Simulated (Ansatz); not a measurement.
Reaction (ligand exchange at the Si–O bond): `[F][In]([F])[O][SiH3]` + `[OH][Cd][Br]` → `[SiH3][O][Cd][Br]` + `[OH][In]([F])[F]`

Gas-phase electronic energies from Ansatz, PBE0-D4/def2-TZVP geometries. CCSD(T)/CBS adds triple-zeta CCSD(T) − MP2 to the extrapolated MP2 energy (def2 sets, frozen cores). Functionals use def2-TZVPP. Elements past krypton have def2 core potentials. For Br, Cd, In outer-core shells are correlated without core-valence functions, which leaves a few kJ/mol of doubt a bond. Scalar relativity is left out up to krypton. One conformer a species, not always the lowest.

Question: Is it downhill or uphill in electronic energy at CCSD(T)/CBS, and by how much? (Estimate.)

Answer: Computed: Downhill: ΔE = -8.5 kJ/mol.

Question: What do these levels give: LDA (SPW92), PBE-D4, B97M-V, B2PLYP, PBE, revPBE, r2SCANh, r2SCAN0, RPA@PBE/def2-TZVPP, MP2/def2-TZVPP, CCSD(T)/def2-TZVPP, SCS-MP2/def2-QZVPP? (An estimate is asked.)

Answer: Ansatz gave: LDA (SPW92) -11.2, PBE-D4 -11.0, B97M-V -12.4, B2PLYP -11.4, PBE -10.8, revPBE -10.8, r2SCANh -11.5, r2SCAN0 -12.0, RPA@PBE/def2-TZVPP -12.3, MP2/def2-TZVPP -12.0, CCSD(T)/def2-TZVPP -12.1, SCS-MP2/def2-QZVPP -9.5 kJ/mol.

Largest T1 diagnostic among the species: 0.018.

At CCSD(T), def2-SVP lies −4.2 kJ/mol from the extrapolated value and def2-TZVPP −3.6 kJ/mol. Leaving LDA and LC-ωPBE aside and taking each functional with its dispersion term where it has one, the values, not all of them listed here, spread over 1.6 kJ/mol, from PBE-QIDH to BLYP-D4.
